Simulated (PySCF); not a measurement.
## NMR parameters from quadrupole coupling constants

Species: C₆H₁₂NPSi.
Numbering: `[CH2:1]=[CH:2][CH2:3][P:4]([SiH3:5])[CH2:6][CH2:7][C:8]#[N:9]` (hydrogens: H10, H11 on C1; H12 on C2; H13, H14 on C3; H15, H16, H17 on Si5; H18, H19 on C6; H20, H21 on C7)

Cartesian coordinates in Å at the GFN2-xTB level; atoms count from 1:
```xyz
21
C6H12NPSi angstrom
C     -2.0887   -2.2847   -0.2606
C     -2.0730   -1.1440   -0.9264
C     -1.8098    0.1849   -0.3084
P     -0.1533    0.8417   -0.8915
Si    -0.0451    2.6518    0.4315
C      0.9191   -0.3378    0.0824
C      2.4025   -0.0032   -0.0941
C      3.2166   -0.9718    0.5934
N      3.8376   -1.7539    1.1497
H     -1.9323   -2.3222    0.8055
H     -2.2684   -3.2268   -0.7491
H     -2.2265   -1.1322   -1.9977
H     -1.8233    0.1211    0.7829
H     -2.5588    0.9113   -0.6366
H     -1.2014    3.4903    0.1253
H      1.1946    3.3593    0.1106
H     -0.0516    2.3184    1.8609
H      0.7189   -1.3451   -0.2979
H      0.6449   -0.3188    1.1418
H      2.6655   -0.0125   -1.1565
H      2.6235    0.9910    0.3069
```

Computed at PBE0/pcSseg-1 (PySCF, non-relativistic):

| atom | environment | nucleus | spin I | Q (b) | CQ = χzz (MHz) | η |
| --- | --- | --- | --- | --- | --- | --- |
| N9 | nitrile nitrogen | 14N | 1 | 0.02044 | -4.634 | 0.013 |

Task: Work back to Vxx, Vyy and Vzz; CQ/MHz = 234.96 (Q/b)(Vzz/au).

Result: The tensor is traceless, so η fixes the two smaller values:

| atom | Vxx (au) | Vyy (au) | Vzz (au) | Vzz (10²¹ V/m²) |
| --- | --- | --- | --- | --- |
| N9 | 0.476 | 0.489 | -0.965 | -9.38 |

Task: Give the quadrupolar product PQ = |CQ|√(1 + η²/3), the quadrupolar frequency νQ = 3|CQ|/[2I(2I − 1)] and the Larmor frequency ν0 = |g| × 7.62259 MHz/T × B at 11.75 T, with g(14N) = 0.40376.

Result: 
```
atom  PQ (MHz)  νQ (MHz)  ν0 (MHz)  νQ/ν0
  N9     4.634     6.952     36.16  0.192
```

For N9: PQ = 4.634 × 1.0000, νQ = 4.634 × 1.5000, ν0 = 3.0777 MHz/T × 11.75 T.

Task: Quadrupolar 1/T1 and linewidth for τc = 8 ps (extreme narrowing, isotropic tumbling)?

Result: 1/T1 = 1/T2 = (3π²/10)(2I + 3)/[I²(2I − 1)] × PQ² × τc; the width is 1/(πT2).

```
     site  spin factor (2I + 3)/[I²(2I − 1)]  1/T1 (s⁻¹)  T1 (ms)  linewidth (Hz)
14N at N9                              5.000        2540    0.393             810
```

One conformer (not necessarily the lowest) at the GFN2-xTB geometry, without solvent, vibrations or thermal averaging. GFN2-xTB bond lengths can be off by several hundredths of an ångström, more for odd bonds, and the gradients follow them. The basis is small and wasn't made for field gradients, so the couplings can be 20 % off.

These values come from a run that also computed NMR shieldings. Hardware: one thread of an Arm Neoverse V1, shared host with 32 logical CPUs at a one-minute load of 12. Cost: 48 s, 1.1 GiB resident at most.
